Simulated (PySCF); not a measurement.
Compound: C₇H₁₃FO₂.
Geometry (PBE0-D3(BJ)/def2-SVP, Å), atoms numbered from 1 in this order:
```
atom  x, y, z in Å
C1     3.0658   -0.1701   -0.5770
O2     1.8573   -0.8010   -0.2539
C3     1.0272   -0.0508    0.5768
C4    -0.1409   -0.9315    0.9873
C5    -1.0784   -1.1837   -0.1882
C6    -1.4619    0.1284   -0.8786
C7    -2.4042    0.9730   -0.0419
F8    -3.5191    0.2497    0.3111
C9    -0.1942    0.9109   -1.2002
O10    0.5934    1.1311   -0.0475
H11    2.9044    0.7861   -1.1037
H12    3.6680    0.0354    0.3289
H13    3.6312   -0.8497   -1.2290
H14    1.5942    0.3015    1.4600
H15   -0.6733   -0.4290    1.8100
H16    0.2547   -1.8767    1.3873
H17   -0.5714   -1.8323   -0.9202
H18   -1.9848   -1.7109    0.1440
H19   -1.9738   -0.1025   -1.8288
H20   -1.9078    1.3253    0.8776
H21   -2.7308    1.8605   -0.6117
H22    0.3885    0.3640   -1.9627
H23   -0.4240    1.9090   -1.6039
```

Computed with TDDFT PBE0/def2-SVPD, vertical, gas phase, core orbitals frozen in the response (PySCF).

Q: Predict the UV-vis stick spectrum at this level.

A: 

```
state  E (eV)  ν̃ (cm⁻¹)       f  |μ| (D)  main configurations (H = HOMO, L = LUMO)
   S1    7.25      58450  0.0009     0.19                                 H→L (97%)
   S2    7.46      60200   0.015     0.73                               H-1→L (90%)
   S3    7.66      61750   0.029     1.01                               H→L+1 (90%)
   S4    7.91      63770  0.0072     0.49                               H→L+2 (85%)
   S5    7.97      64300  0.0042     0.37                               H-2→L (90%)
   S6    8.01      64580  0.0060     0.45                             H-1→L+1 (92%)
   S7    8.11      65420  0.0082     0.52                               H→L+3 (87%)
   S8    8.14      65660   0.017     0.75                             H-1→L+2 (83%)
   S9    8.37      67480  0.0074     0.48                             H-2→L+1 (84%)
  S10    8.41      67820  0.0055     0.41   H-1→L+3 (49%), H→L+5 (19%), H→L+4 (14%)
```

Triplets (Tamm–Dancoff): T1 7.16 eV, H→L (94%); T2 7.32 eV, H-1→L (84%), H-1→L+2 (8%); T3 7.54 eV, H→L+1 (85%); T4 7.81 eV, H-2→L (53%), H→L+2 (29%).

The lowest singlet lies at 7.25 eV (171 nm, vacuum ultraviolet) and is very weak; its leading configuration is HOMO→LUMO (97%). The strongest level in the table is S3 at 7.66 eV (162 nm, f = 0.029). Löwdin shares by element: HOMO oxygen 48% or more, carbon 26% or more (atoms not listed hold the other 27%); LUMO carbon 19% or more, oxygen 7% or more, hydrogen 6% or more (atoms not listed hold the other 68%). The oscillator strengths of these states sum to 0.101; summed over the whole spectrum of an exact calculation they would give the number of electrons, 80 (Thomas–Reiche–Kuhn). Of the 10 states listed, 3 reach f = 0.01 and none stays under 0.0005. Weighted by f, the mean energy of these states is 7.89 eV. The vertical ionisation energy (ΔSCF) is 9.65 eV, 1.24 eV above S10. Singlets were solved by full linear response, triplets in the Tamm–Dancoff approximation.

One conformer stands for the species.

Without π bonds the low states are Rydberg-like; a valence basis with one diffuse set may place them up to an eV too high.
